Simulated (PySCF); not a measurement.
C₂H₄Cl₂Si₂, SMILES [SiH3]C#C[SiH](Cl)Cl.

Geometry optimised at PBE0-D3(BJ)/def2-SVP. The structure was generated by enumeration, and PubChem lists no compound with its InChIKey, so it may never have been made.

These are TDDFT-PBE/def2-SVPD run with PySCF values and carry that method's errors.

Vertical excitations. Isolated molecule, no solvent.

```json
[
 {"state": "S1", "energy (eV)": "5.22", "λ (nm)": "238", "f": "0.000", "main pairs": "HOMO→LUMO+1 66 %, HOMO−1→LUMO 34 %"},
 {"state": "S2", "energy (eV)": "5.35", "λ (nm)": "232", "f": "0.008", "main pairs": "HOMO→LUMO 56 %, HOMO−1→LUMO+1 43 %"},
 {"state": "S3", "energy (eV)": "5.36", "λ (nm)": "231", "f": "0.003", "main pairs": "HOMO−1→LUMO 65 %, HOMO→LUMO+1 34 %"},
 {"state": "S4", "energy (eV)": "5.82", "λ (nm)": "213", "f": "0.000", "main pairs": "HOMO−2→LUMO 100 %"},
 {"state": "S5", "energy (eV)": "5.85", "λ (nm)": "212", "f": "0.001", "main pairs": "HOMO−2→LUMO+1 96 %"},
 {"state": "S6", "energy (eV)": "5.90", "λ (nm)": "210", "f": "0.024", "main pairs": "HOMO−3→LUMO 92 %"},
 {"state": "S7", "energy (eV)": "5.98", "λ (nm)": "207", "f": "0.014", "main pairs": "HOMO−3→LUMO+1 97 %"},
 {"state": "S8", "energy (eV)": "6.14", "λ (nm)": "202", "f": "0.123", "main pairs": "HOMO−4→LUMO 82 %"},
 {"state": "S9", "energy (eV)": "6.21", "λ (nm)": "200", "f": "0.000", "main pairs": "HOMO−4→LUMO+1 99 %"},
 {"state": "S10", "energy (eV)": "6.42", "λ (nm)": "193", "f": "0.091", "main pairs": "HOMO−5→LUMO+1 86 %"},
 {"state": "T1", "energy (eV)": "4.38", "λ (nm)": "283", "f": "0", "main pairs": "HOMO→LUMO 56 %, HOMO−1→LUMO+1 38 %"},
 {"state": "T2", "energy (eV)": "4.71", "λ (nm)": "263", "f": "0", "main pairs": "HOMO→LUMO+1 50 %, HOMO−1→LUMO 47 %"},
 {"state": "T3", "energy (eV)": "4.71", "λ (nm)": "263", "f": "0", "main pairs": "HOMO−1→LUMO+1 59 %, HOMO→LUMO 39 %"},
 {"state": "T4", "energy (eV)": "5.21", "λ (nm)": "238", "f": "0", "main pairs": "HOMO−1→LUMO 51 %, HOMO→LUMO+1 49 %"}
]
```
Triplets are in the Tamm–Dancoff approximation, which puts them higher than full response would, so one can lie above its singlet here.
